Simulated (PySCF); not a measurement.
## Excited states of Ag(37+) (silver, charge +37)

Ground state [Ne], ¹S. Computed with PySCF 2.14 in an uncontracted even-tempered set (19 s from 2.4 bohr⁻², ratio 2.5; 13 p from 3.04 bohr⁻², ratio 2.5; 7 d from 1.56 bohr⁻², ratio 2.7; 3 f from 120 bohr⁻², ratio 2.7), with scalar relativity by spin-free X2C-1e. Vertical excitation energies in eV without spin-orbit coupling; excited terms of each kind are numbered among those the solver found. Frozen: 1s2.

```csv
term,leading excitation,EOM-EE-CCSD
1 3P°,2p → s,3142.6
1 1P°,2p → s,3149.5
1 3S,2p → p,3238.5
1 3D,2p → p,3250.3
1 1D,2p → p,3256.1
1 1P,2p → p,3257.0
1 3P,2p → p,3257.1
1 1S,2p → p,3304.1
2 3P°,2p → d,3362.3
1 3F°,2p → d,3368.2
1 1F°,2p → d,3375.4
1 1D°,2p → d,3377.3
2 3S,2s → s,3524.1
2 1S,2s → s,3539.1
```

The spin-orbit splitting of the hole, absent here, rivals or exceeds the spacing of these terms, so the LS terms are model states.

The solver can miss terms. The 25 highest virtual orbitals were dropped.
